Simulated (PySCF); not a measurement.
**Which setting was changed?**

All runs: PySCF with density fitting, gas phase, non-relativistic, closed shells, each molecule at its own PBE0-D3(BJ)/def2-SVP geometry. Shieldings use GIAOs. All basis functions are spherical. Starting from PBE0/6-31G*, one thing was changed at a time: the basis to STO-3G, the basis to cc-pVDZ, the basis to pcSseg-1, the basis to 6-31G.

Changes against PBE0/6-31G* in 7 molecules:

```csv
molecule,changed to,mean 17O shielding (ppm),mean 1H shielding (ppm),mean 13C shielding (ppm),HOMO energy (eV)
CCCCCOC,STO-3G,+58.1,+1.52,+43.4,+3.10
CCCCCOC,cc-pVDZ,-2.2,-0.51,+0.4,-0.06
CCCCCOC,pcSseg-1,-8.0,-0.60,-12.4,-0.23
CCCCCOC,6-31G,-6.4,+0.51,+4.8,+0.03
CCCOC(C)C,STO-3G,+83.0,+1.30,+43.1,+3.25
CCCOC(C)C,cc-pVDZ,-4.9,-0.55,+0.7,-0.09
CCCOC(C)C,pcSseg-1,-19.1,-0.63,-12.0,-0.26
CCCOC(C)C,6-31G,-7.3,+0.50,+4.6,+0.03
CCOC(C)(C)C,STO-3G,+84.1,+1.22,+44.1,+3.29
CCOC(C)(C)C,cc-pVDZ,-5.3,-0.58,+1.0,-0.10
CCOC(C)(C)C,pcSseg-1,-21.7,-0.65,-11.6,-0.26
CCOC(C)(C)C,6-31G,-7.8,+0.47,+4.5,+0.04
CCCOCCC,STO-3G,+70.4,+1.44,+41.8,+3.13
CCCOCCC,cc-pVDZ,-3.4,-0.53,+0.7,-0.08
CCCOCCC,pcSseg-1,-13.5,-0.61,-12.0,-0.25
CCCOCCC,6-31G,-6.8,+0.53,+4.9,+0.02
CCCCOCC,STO-3G,+74.3,+1.43,+42.9,+3.20
CCCCOCC,cc-pVDZ,-3.6,-0.53,+0.5,-0.08
CCCCOCC,pcSseg-1,-13.7,-0.61,-12.2,-0.24
CCCCOCC,6-31G,-6.9,+0.51,+4.7,+0.03
CCOCC(C)C,STO-3G,+71.4,+1.36,+42.8,+3.20
CCOCC(C)C,cc-pVDZ,-2.6,-0.54,+0.7,-0.08
CCOCC(C)C,pcSseg-1,-12.8,-0.61,-12.1,-0.25
CCOCC(C)C,6-31G,-6.6,+0.50,+4.6,+0.03
CC(C)OC(C)C,STO-3G,+93.1,+1.14,+44.4,+3.33
CC(C)OC(C)C,cc-pVDZ,-6.3,-0.54,+0.9,-0.10
CC(C)OC(C)C,pcSseg-1,-25.5,-0.61,-11.6,-0.28
CC(C)OC(C)C,6-31G,-7.9,+0.49,+4.5,+0.04
```

For `CCO[C@H](C)CC` the PBE0/6-31G* run gave mean 17O shielding 282.4 ppm, mean 1H shielding 30.33 ppm, mean 13C shielding 158.3 ppm, HOMO energy -6.98 eV. The changed runs lost their labels:

```tsv
run	mean 17O shielding (ppm)	mean 1H shielding (ppm)	mean 13C shielding (ppm)	HOMO energy (eV)
A	264.6	29.71	146.6	-7.24
B	364.3	31.62	201.4	-3.70
C	275.0	30.84	162.9	-6.94
D	278.1	29.79	159.1	-7.07
```

**Question.** Which run belongs to which change?

**Answer.** A: pcSseg-1; B: STO-3G; C: 6-31G; D: cc-pVDZ.

| run | change of mean 17O shielding (ppm), here / mean of the others | change of mean 1H shielding (ppm), here / mean of the others | change of mean 13C shielding (ppm), here / mean of the others | change of HOMO energy (eV), here / mean of the others | next best match |
| --- | --- | --- | --- | --- | --- |
| A | -17.8 / -16.3 | -0.62 / -0.62 | -11.7 / -12.0 | -0.26 / -0.25 | cc-pVDZ |
| B | +81.9 / +76.3 | +1.29 / +1.34 | +43.1 / +43.2 | +3.28 / +3.21 | 6-31G |
| C | -7.4 / -7.1 | +0.51 / +0.50 | +4.6 / +4.7 | +0.04 / +0.03 | cc-pVDZ |
| D | -4.3 / -4.0 | -0.54 / -0.54 | +0.8 / +0.7 | -0.09 / -0.08 | 6-31G |

Each run is given to the change whose mean effect on the other molecules lies nearest, every quantity measured in units of its scatter between molecules.

**Question.** Would one quantity have been enough? Give each run to the change with the nearest mean effect on that quantity alone.

**Answer.** mean 17O shielding: 4 of 4 runs rightly; mean 1H shielding: 4 of 4 runs rightly; mean 13C shielding: 4 of 4 runs rightly; HOMO energy: 4 of 4 runs rightly.

Only sets that this rule tells apart clearly are shown.
